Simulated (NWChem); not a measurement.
System: AlHSeCl2; SMILES [Cl][Al]([Cl])[SeH]

The following NWChem deck was run.

```
start job
memory heap 200 mb stack 900 mb global 1100 mb
geometry units angstroms noautoz
  Al     0.003887    -0.533287     0.000000
  Cl     1.806735    -1.589294     0.000000
  Cl    -1.802379    -1.588625     0.000000
  Se     0.056345     1.757566     0.000000
  H     -1.415354     1.821636     0.000000
end
basis spherical
  * library def2-svpd
end
dft
  xc b3lyp
  iterations 150
end
tddft
  cis
  nroots 6
  notriplet
end
task tddft energy
```

NWChem printed, in part:

```
             Northwest Computational Chemistry Package (NWChem) 7.3.0
             --------------------------------------------------------

 CS  symmetry detected

                             Geometry "geometry" -> ""
                             -------------------------

 Output coordinates in angstroms (scale by  1.889725989 to convert to a.u.)

  No.       Tag          Charge          X              Y              Z
 ---- ---------------- ---------- -------------- -------------- --------------
    1 Al                  13.0000     0.00868290    -0.54080978     0.00000000
    2 Cl                  17.0000     1.83529794    -1.55515153     0.00000000
    3 Cl                  17.0000    -1.77288029    -1.63733509     0.00000000
    4 Se                  34.0000     0.00853726     1.75064375     0.00000000
    5 H                    1.0000    -1.46424471     1.78091191     0.00000000

 Effective nuclear repulsion energy (a.u.)     436.4665731529

      Symmetry information
      --------------------

 Group name             Cs
 Group number              2
 Group order               2
 No. of unique centers     5

                                 NWChem DFT Module
                                 -----------------

 Summary of "ao basis" -> "ao basis" (spherical)
 ------------------------------------------------------------------------------
       Tag                 Description            Shells   Functions and Types
 ---------------- ------------------------------  ------  ---------------------
 Al                        def2-svpd                10       24   5s3p2d
 Cl                        def2-svpd                11       27   5s4p2d
 Se                        def2-svpd                15       41   6s5p4d
 H                         def2-svpd                 4        8   2s2p

      Symmetry analysis of basis
      --------------------------

        a'         89
        a"         38

[...]

                                NWChem TDDFT Module
                                -------------------

            General Information
            -------------------
           No. of orbitals :     254
            Alpha orbitals :     127
             Beta orbitals :     127
        Alpha frozen cores :       0
         Beta frozen cores :       0
     Alpha frozen virtuals :       0
      Beta frozen virtuals :       0
         Spin multiplicity :       1
    Number of AO functions :     127
        Use of symmetry is : off
      Symmetry adaption is : on
         Schwarz screening :  0.10D-07

              XC Information
              --------------
                  B3LYP Method XC Potential
              Hartree-Fock (Exact) Exchange   0.20
                 Slater Exchange Functional   0.80 local
             Becke 1988 Exchange Functional   0.72 non-local
       Lee-Yang-Parr Correlation Functional   0.81
           VWN I RPA Correlation Functional   0.19 local

             TDDFT Information
             -----------------
          Calculation type : Tamm-Dancoff TDDFT
         Wavefunction type : Restricted singlets
          No. of electrons :      82
           Alpha electrons :      41
            Beta electrons :      41
              No. of roots :       6
          Max subspacesize :    5200
            Max iterations :     100
               Target root :       1
           Target symmetry : none
      Symmetry restriction : off
                 Algorithm : Optimal
        Davidson threshold :  0.10D-03

    6 smallest eigenvalue differences (eV)
--------------------------------------------------------
  No. Spin  Occ  Vir  Irrep   E(Occ)    E(Vir)   E(Diff)
--------------------------------------------------------
    1    1   41   42 a"       -0.280    -0.061     5.967
    2    1   41   43 a'       -0.280    -0.049     6.296
    3    1   41   44 a"       -0.280    -0.028     6.866
    4    1   40   42 a'       -0.328    -0.061     7.286
    5    1   39   42 a'       -0.338    -0.061     7.560
    6    1   40   43 a"       -0.328    -0.049     7.616
--------------------------------------------------------

  Entering Davidson iterations
  Restricted singlet excited states

  Iter   NTrls   NConv    DeltaV     DeltaE      Time
  ----  ------  ------  ---------  ---------  ---------
    1      6       0     0.11E+00   0.10+100       23.3
    2     12       0     0.21E-01   0.25E-01       33.1
    3     18       0     0.62E-02   0.61E-03       31.8
    4     24       0     0.22E-02   0.80E-04       28.6
    5     30       2     0.98E-03   0.89E-05       24.0
    6     34       4     0.37E-03   0.22E-05       19.4
    7     36       6     0.90E-04   0.31E-06       17.4
  ----  ------  ------  ---------  ---------  ---------
  Convergence criterion met

  Ground state a'      -3564.613936928898 a.u.

  ----------------------------------------------------------------------------
  Root   1 singlet a"             0.183550613 a.u.                4.9947 eV
  ----------------------------------------------------------------------------
     Transition Moments    X -0.00000   Y  0.00000   Z -0.49899
     Dipole Oscillator Strength                    0.0304681791
     Electric Quadrupole                           0.0000000994
     Magnetic Dipole                               0.0000003906
     Total Oscillator Strength                     0.0304686692

[...]
```

Level: B3LYP/def2-SVPD, TDA. The geometry was optimised at PBE0/def2-SVP. B3LYP is NWChem's, with the RPA form of VWN correlation.
